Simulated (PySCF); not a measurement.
A structure optimised at PBE0-D3(BJ)/def2-SVP (Å):
```
atom  x, y, z in Å
C1    -2.9524   -0.2252    0.1508
O2    -1.6497    0.0427   -0.2909
Si3   -0.3015   -0.8030    0.2207
Si4    1.5081    0.1958   -0.8600
P5     3.5118   -0.4659   -0.0148
P6     1.3894    2.4523   -0.6426
H7    -3.2760   -1.2494   -0.1123
H8    -3.6425    0.4834   -0.3316
H9    -3.0511   -0.1063    1.2459
H10   -0.4478   -2.2666   -0.0793
H11   -0.1288   -0.6679    1.7068
H12    1.5208   -0.1247   -2.3214
H13    3.1103   -0.2372    1.3392
H14    3.1511   -1.8500    0.0252
H15    1.2810    2.3774    0.7824
H16   -0.0286    2.4541   -0.8293
```

Neutral, closed shell.

Which heavy atoms are bonded, and with what formal order?

C1–O2 1.40 Å (single); O2–Si3 1.67 Å (single); Si3–Si4 2.33 Å (single); Si4–P5 2.27 Å (single); Si4–P6 2.27 Å (single). Bonds to hydrogen (Å): C1–H7 1.11; C1–H8 1.10; C1–H9 1.11; Si3–H10 1.50; Si3–H11 1.50; Si4–H12 1.50; P5–H13 1.43; P5–H14 1.43; P6–H15 1.43; P6–H16 1.43.

Give the structure as a SMILES string.

`CO[SiH2][SiH](P)P`, CH10OP2Si2.

What is the point group of this geometry?

C1 (no symmetry element, even within 0.4 Å).

Classify the heavy atoms.

C1: methoxy carbon; O2: silyl ether oxygen; Si3: oxygen-bound silicon; Si4: SiH silicon; P5/P6: three-coordinate phosphorus.

What is the arrangement about Si4?

It has 4 neighbours (Si3, P5, P6, H12) and is tetrahedral (angles from 107.1° to 112.8°).

What is the arrangement about O2?

It has 2 neighbours (C1, Si3) and is bent (angle 123.8°).

All values are computed, not measured.
